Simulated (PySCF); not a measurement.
**[WO3F]− at several levels of theory**

Computed with PySCF 2.14.0 (density fitting, no spin-orbit coupling) at the geometry relaxed with B3LYP:

```xyz
5
[WO3F]− (singlet)
W     0.0000   -0.0844    0.0647
O     1.4322   -0.1092    1.0772
O     0.0000    1.3796   -0.9008
O    -1.4322   -0.1092    1.0772
F     0.0000   -1.6150   -1.0980
```

```csv
level,basis,state,HOMO (eV),gap (eV),charge on W1 (e),dipole about the centre of mass (D),largest force component (eV/Å)
B3LYP,"W def2-SVP with ECP60, O def2-SVP, F def2-SVP",singlet,-2.68,6.82,0.93,1.95,0.02
r2SCAN,the same,singlet,-1.76,5.57,0.97,1.95,0.19
PBE0,the same,singlet,-3.01,7.46,0.99,1.97,0.53
TPSS,the same,singlet,-1.42,5.29,0.89,1.95,0.53
B3LYP,"W def2-TZVP with ECP60, O def2-TZVP, F def2-TZVP",singlet,-2.93,6.94,1.45,2.01,0.20
B3LYP,"W x2c-SVPall, O x2c-SVPall, F x2c-SVPall",singlet,-2.87,6.76,0.86,1.86,0.87
```

Charges are Mulliken's, which hang on the basis. The relaxation used the grid (50, 194), these runs (75, 302) or, all-electron (x2c bases, spin-free X2C Hamiltonian), (99, 590).

What does TPSSh with W def2-SVP with ECP60, O def2-SVP, F def2-SVP give here?

state singlet, HOMO (eV) -2.09, gap (eV) 6.23, charge on W1 (e) 0.97, dipole about the centre of mass (D) 1.98, largest force component (eV/Å) 0.21. Time: 4.1 s on 2 threads of Arm Neoverse V2, on a shared host, from an already converged density.

In the first row's basis the gap widens with exact exchange: 5.3 to 5.6 eV for TPSS, r2SCAN (none); 6.2 to 7.5 eV for TPSSh, B3LYP, PBE0 (a fixed share).
